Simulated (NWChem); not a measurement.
System: C2H3BF2O; SMILES O=CCB(F)F

```xyz
9

O      0.0082     1.6658    -0.9876
C     -0.0035     1.6805     0.2250
C     -0.0078     0.4246     1.0732
B     -0.0007    -0.8450     0.1337
F     -1.1289    -1.4061    -0.2737
F      1.1334    -1.4040    -0.2597
H     -0.0118     2.6439     0.7786
H      0.8674     0.4583     1.7375
H     -0.8902     0.4568     1.7278
```
Atoms are numbered in this order, from 1.

Results from NWChem. Medium grid unless said otherwise, to which SCAN and Minnesota functionals are sensitive. Structure relaxed at the B3LYP/6-31G* (spherical d) level. Total energies of different functionals are on different scales.

| level | energy (Ha) | highest occupied level (eV) | orbital gap (eV) | dipole (D) |
|---|---|---|---|---|
| PBE/def2-TZVP | -377.6474 | -6.39 | 3.99 | 3.34 |
| B3LYP/def2-TZVP | -378.0650 | -7.80 | 6.30 | 3.58 |
| BLYP/def2-TZVP | -377.9908 | -6.33 | 4.04 | 3.37 |
| Hartree-Fock/def2-TZVP | -376.1971 | [?] | [?] | [?] |
| M06-2X/def2-TZVP | -377.9204 | -9.67 | 9.58 | 3.70 |

Q: Fill in the missing entries.

A: 
- Hartree-Fock/def2-TZVP, highest occupied level (eV): -12.13
- Hartree-Fock/def2-TZVP, orbital gap (eV): 15.17
- Hartree-Fock/def2-TZVP, dipole (D): 4.14
